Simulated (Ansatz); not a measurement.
Computed with Ansatz (a quantum-chemistry and plane-wave program) with B3LYP-D3(BJ)/def2-TZVP. No frequencies were computed at this level.

Ansatz 0.2 input:
```yaml
crystal:
  periodic: [false, false, false]
  atoms:
    - { symbol: S, position_ang: [1.760536, -0.347541, 0.275983] }
    - { symbol: In, position_ang: [-0.60378, -0.255571, -0.13027] }
    - { symbol: H, position_ang: [1.803008, 0.976076, 0.407335] }
    - { symbol: H, position_ang: [-1.565661, -1.648575, -0.433251] }
    - { symbol: H, position_ang: [-1.394103, 1.275611, -0.119796] }
basis:
  gaussian: { orbitals: def2-tzvp }
hamiltonian:
  xc: b3lyp
  dispersion: d3bj
relax:
  max_steps: 150
```

Output:

```
Functional definition: B3LYP
868 factors; their error is unknown
mean field evaluation 1: about -16059.7294 eV, gradient 2.3e1 eV
mean field evaluation 2: about -16058.7767 eV, gradient 3.1e1 eV
mean field evaluation 4: about -16061.1995 eV, gradient 9.1e-1 eV
mean field evaluation 8: about -16061.2538 eV, gradient 3.1e-2 eV
mean field -16061.25377758 eV, -590.2401896173 hartree, gradient 2.2e-5 eV, S^2 0.000000; 0 other end points of the search recorded, 0 dependent functions left out
reference -16061.25403745 eV, -590.2401991673 hartree; 20, 20 occupied and 85, 85 virtual orbitals, 868 factors
relax step   1: F+E_penalty+E_count = -16061.41099693 eV  Δ(F+E_penalty+E_count) = +0.000e0 eV  max|allowed force component| = 3.468e-1 eV/Å  Δτ_max = 0.0000 Å  (25 SCF iters, accepted)
these checks for a lower state are left out or cut short: starts, cluster_reference, orbital_swaps, neighbouring_geometries, increment
868 factors; their error is unknown
mean field evaluation 16: about -16060.9366 eV, gradient 8.7e0 eV
mean field -16061.22067795 eV, -590.2389732282 hartree, gradient 2.2e-5 eV, S^2 0.000000; 0 other end points of the search recorded, 0 dependent functions left out
reference -16061.22093740 eV, -590.2389827629 hartree; 20, 20 occupied and 85, 85 virtual orbitals, 868 factors
relax step   2: F+E_penalty+E_count = -16061.37740127 eV  Δ(F+E_penalty+E_count) = +3.360e-2 eV  max|allowed force component| = 7.743e-1 eV/Å  Δτ_max = 0.1947 Å  (34 SCF iters, rejected (line search))
these checks for a lower state are left out or cut short: starts, cluster_reference, orbital_swaps, neighbouring_geometries, increment
868 factors; their error is unknown
mean field -16061.29807466 eV, -590.2418175049 hartree, gradient 2.4e-5 eV, S^2 0.000000; 0 other end points of the search recorded, 0 dependent functions left out
reference -16061.29833397 eV, -590.2418270343 hartree; 20, 20 occupied and 85, 85 virtual orbitals, 868 factors
relax step   3: F+E_penalty+E_count = -16061.45539992 eV  Δ(F+E_penalty+E_count) = -4.440e-2 eV  max|allowed force component| = 1.960e-1 eV/Å  Δτ_max = 0.0949 Å  (29 SCF iters, accepted)
these checks for a lower state are left out or cut short: starts, cluster_reference, orbital_swaps, neighbouring_geometries, increment
868 factors; their error is unknown
mean field evaluation 32: about -16061.2444 eV, gradient 1.5e-2 eV
mean field -16061.29644598 eV, -590.2417576521 hartree, gradient 2.1e-5 eV, S^2 0.000000; 0 other end points of the search recorded, 0 dependent functions left out
reference -16061.29670446 eV, -590.2417671511 hartree; 20, 20 occupied and 85, 85 virtual orbitals, 868 factors
relax step   4: F+E_penalty+E_count = -16061.45461367 eV  Δ(F+E_penalty+E_count) = +7.862e-4 eV  max|allowed force component| = 2.017e-1 eV/Å  Δτ_max = 0.0998 Å  (30 SCF iters, rejected (line search))
these checks for a lower state are left out or cut short: starts, cluster_reference, orbital_swaps, neighbouring_geometries, increment
868 factors; their error is unknown
mean field -16061.30436609 eV, -590.2420487107 hartree, gradient 2.2e-5 eV, S^2 0.000000; 0 other end points of the search recorded, 0 dependent functions left out
reference -16061.30462483 eV, -590.2420582191 hartree; 20, 20 occupied and 85, 85 virtual orbitals, 868 factors
relax step   5: F+E_penalty+E_count = -16061.46220177 eV  Δ(F+E_penalty+E_count) = -6.802e-3 eV  max|allowed force component| = 5.756e-2 eV/Å  Δτ_max = 0.0486 Å  (29 SCF iters, accepted)
these checks for a lower state are left out or cut short: starts, cluster_reference, orbital_swaps, neighbouring_geometries, increment
868 factors; their error is unknown
mean field -16061.30455803 eV, -590.2420557644 hartree, gradient 2.2e-5 eV, S^2 0.000000; 0 other end points of the search recorded, 0 dependent functions left out
reference -16061.30481656 eV, -590.2420652650 hartree; 20, 20 occupied and 85, 85 virtual orbitals, 868 factors
relax step   6: F+E_penalty+E_count = -16061.46254794 eV  Δ(F+E_penalty+E_count) = -3.462e-4 eV  max|allowed force component| = 1.610e-2 eV/Å  Δτ_max = 0.0092 Å  (30 SCF iters, accepted)
these checks for a lower state are left out or cut short: starts, cluster_reference, orbital_swaps, neighbouring_geometries, increment
868 factors; their error is unknown
mean field -16061.30456300 eV, -590.2420559471 hartree, gradient 2.2e-5 eV, S^2 0.000000; 0 other end points of the search recorded, 0 dependent functions left out
reference -16061.30482148 eV, -590.2420654461 hartree; 20, 20 occupied and 85, 85 virtual orbitals, 868 factors
relax step   7: F+E_penalty+E_count = -16061.46257485 eV  Δ(F+E_penalty+E_count) = -2.691e-5 eV  max|allowed force component| = 2.117e-3 eV/Å  Δτ_max = 0.0040 Å  (31 SCF iters, accepted)
868 factors; their error is unknown
mean field evaluation 64: about -16061.2503 eV, gradient 9.3e-1 eV
mean field -16061.30456300 eV, -590.2420559471 hartree, gradient 2.5e-5 eV, S^2 0.000000; 1 other end points of the search recorded, 0 dependent functions left out
reference -16061.30482148 eV, -590.2420654461 hartree; 20, 20 occupied and 85, 85 virtual orbitals, 868 factors
Total energy: -16061.46283333 eV, -590.2478722743 hartree
Atom 0 at     1.675637    -0.366621     0.257410 Å, force    -0.000882    -0.002117    -0.000369 eV/Å
Atom 1 at    -0.698932    -0.216656    -0.143011 Å, force     0.001340     0.000492     0.000312 eV/Å
Atom 2 at     1.848253     0.956497     0.415145 Å, force    -0.000488     0.002024     0.000113 eV/Å
Atom 3 at    -1.449134    -1.734891    -0.420475 Å, force    -0.000273    -0.000725    -0.000128 eV/Å
Atom 4 at    -1.375823     1.361671    -0.109067 Å, force     0.000303     0.000325     0.000071 eV/Å
Dipole moment:    -0.294717     0.166234    -0.035469 e Å
```

Cost: roughly 23 core-seconds.
